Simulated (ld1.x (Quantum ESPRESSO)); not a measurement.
**Which change was made? (Tc, TM)**

Tc (Z = 43), norm-conserving Troullier–Martins (Kleinman–Bylander form), made with ld1.x (Quantum ESPRESSO) 7.5 (PBEsol, scalar-relativistic). Core [Ar] 3d10 4s2, reference 4p6 4d5 5s2 5p0. Waves: 5s (bound): rc 2.45 bohr; 4p (bound): rc 1.20 bohr; 4d (bound): rc 1.30 bohr. Local part: the d channel. Core correction: a·sin(br)/r model core inside 1.10 bohr.

Cutoffs, loose and tight: the cutoffs (Ry, on a coarse ladder) from which the occupation-weighted sum of valence levels, in a spherical-Bessel basis at the reference potential, stays within 10 and 1 mRy of its value at 400 Ry. They do not see the model core or the augmentation charge, which bear on the density cutoff. Test errors are all-electron minus pseudo excitation energies from the reference, over the configurations 4p6 4d5 5s1 5p0; 4p6 4d5 5s0 5p0; 4p6 4d4 5s0 5p0; 4p5 4d5 5s2 5p0; 4p6 4d5.5 5s1.5 5p0; 4p6 4d4 5s2 5p0; 4p6 4d5 5s1 5p1; variants that change the core or the reference have their own tests.

The base gives: outcome: generated; cutoff, loose: 100 Ry; cutoff, tight: 140 Ry; bound ghosts: s; largest test error (meV): -67.

Task: After one change the result is: outcome: generated; cutoff, loose: 70 Ry; cutoff, tight: 110 Ry; bound ghosts: s; largest test error (meV): -82. Which change was it?
A. all radii but the core radius scaled by about 0.80 (s 1.96, p 0.96, d 1.04 bohr)
B. all radii but the core radius scaled by about 1.25 (s 3.06, p 1.50, d 1.62 bohr)
C. all radii but the core radius scaled by about 1.13 (s 2.76, p 1.36, d 1.46 bohr)
D. all radii but the core radius scaled by about 0.93 (s 2.26, p 1.12, d 1.20 bohr)

Result: C. The others give: all radii but the core radius scaled by about 0.80 (s 1.96, p 0.96, d 1.04 bohr) → outcome: generated; cutoff, loose: 160 Ry; cutoff, tight: 260 Ry; bound ghosts: s; largest test error (meV): +143 | all radii but the core radius scaled by about 0.93 (s 2.26, p 1.12, d 1.20 bohr) → outcome: generated; cutoff, loose: 100 Ry; cutoff, tight: 160 Ry; bound ghosts: s; largest test error (meV): -42 | all radii but the core radius scaled by about 1.25 (s 3.06, p 1.50, d 1.62 bohr) → outcome: generated; cutoff, loose: 55 Ry; cutoff, tight: 100 Ry; bound ghosts: s; largest test error (meV): -77.
